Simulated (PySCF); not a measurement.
# Radial density of Ge (germanium, neutral)

B97-3, [Ar] 3d10 4s1 4p3, high-spin 5S determinant (an excited configuration). Calculation: PySCF 2.14, in dyall-av2z (16s12p8d, 92 functions); scalar relativity by spin-free X2C-1e.

```tsv
r (bohr)	4πr²ρ (e/bohr)	4πr²(ρα − ρβ)
0.000763	0.2604	0.0001
0.00128	0.6539	0.0004
0.00216	1.615	0.0009
0.00363	3.843	0.0021
0.00611	8.632	0.0047
0.0103	17.56	0.0095
0.0173	30.10	0.0159
0.0291	39.08	0.0205
0.0489	35.26	0.0273
0.0823	32.95	0.0716
0.138	45.44	0.0989
0.233	31.68	-0.0307
0.392	24.91	0.1880
0.659	24.81	0.0404
1.11	6.821	0.4703
1.86	2.283	1.8115
3.13	0.9706	0.9613
5.27	0.1270	0.1269
8.87	0.0003349	0.0003
```

Densities and radii are taken from the X2C orbitals without a picture-change correction, which distorts them close to the nucleus.

(1) Where is the radial spin density 4πr²(ρα − ρβ) most negative, and why is it negative at all?

Answers

(1) Around r = 0.233 bohr, down to -0.0307 e/bohr: exchange with the open shell polarises the paired shells in an unrestricted calculation.
